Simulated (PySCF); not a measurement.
**Radial density of B+ (boron, charge +1)**

TPSSh, [He] 2s2, closed-shell 1S. All numbers are calculated (PySCF 2.14, the non-relativistic Hamiltonian (point nucleus), in dyall-av2z (11s7p2d, 42 functions)).

```json
{"r (bohr)": "0.00469", "4πr²ρ (e/bohr)": "0.01920"}
{"r (bohr)": "0.00789", "4πr²ρ (e/bohr)": "0.05278"}
{"r (bohr)": "0.0133", "4πr²ρ (e/bohr)": "0.1411"}
{"r (bohr)": "0.0223", "4πr²ρ (e/bohr)": "0.3653"}
{"r (bohr)": "0.0376", "4πr²ρ (e/bohr)": "0.8875"}
{"r (bohr)": "0.0632", "4πr²ρ (e/bohr)": "1.950"}
{"r (bohr)": "0.106", "4πr²ρ (e/bohr)": "3.606"}
{"r (bohr)": "0.179", "4πr²ρ (e/bohr)": "5.039"}
{"r (bohr)": "0.301", "4πr²ρ (e/bohr)": "4.435"}
{"r (bohr)": "0.506", "4πr²ρ (e/bohr)": "1.875"}
{"r (bohr)": "0.851", "4πr²ρ (e/bohr)": "0.7936"}
{"r (bohr)": "1.43", "4πr²ρ (e/bohr)": "1.231"}
{"r (bohr)": "2.41", "4πr²ρ (e/bohr)": "0.5649"}
{"r (bohr)": "4.05", "4πr²ρ (e/bohr)": "0.04110"}
{"r (bohr)": "6.81", "4πr²ρ (e/bohr)": "2.224e-05"}
```
